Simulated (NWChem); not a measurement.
Species: C2H6O2Si; SMILES O=C(O)C[SiH3]

```xyz
11

O     -1.3161     0.9152     0.0000
C     -0.1019     1.0263     0.0000
O      0.5194     2.2316     0.0000
C      0.8715    -0.1290     0.0000
Si    -0.0243    -1.8109     0.0000
H     -0.2033     2.8973     0.0000
H      1.5429    -0.0376     0.8808
H      1.5429    -0.0376    -0.8808
H     -0.8681    -1.9614    -1.2316
H     -0.8681    -1.9614     1.2316
H      1.0269    -2.8895     0.0000
```
Atoms are numbered in this order, from 1.

All runs use the structure optimised with PBE-D3(BJ)/def2-SVP.

 Unshifted, non-relativistic core excitations; the lowest 4 roots alone, so stronger bands may lie above.

List the first Si K-edge excitations from BHandHLYP/6-311G** (spherical d), restricted-window TDA (NWChem).


```
state  energy (eV)  dipole oscillator strength           leading excitation (squared amplitude)
-----  -----------  --------------------------  -----------------------------------------------
S1          1823.8                      0.0036  1s of atom 5 or its equivalents → LUMO+1 (0.74)
S2          1824.4                      0.0051  1s of atom 5 or its equivalents → LUMO+5 (0.59)
S3          1824.4                      0.0047  1s of atom 5 or its equivalents → LUMO+3 (0.70)
S4          1824.8                      0.0008  1s of atom 5 or its equivalents → LUMO+4 (0.49)
```
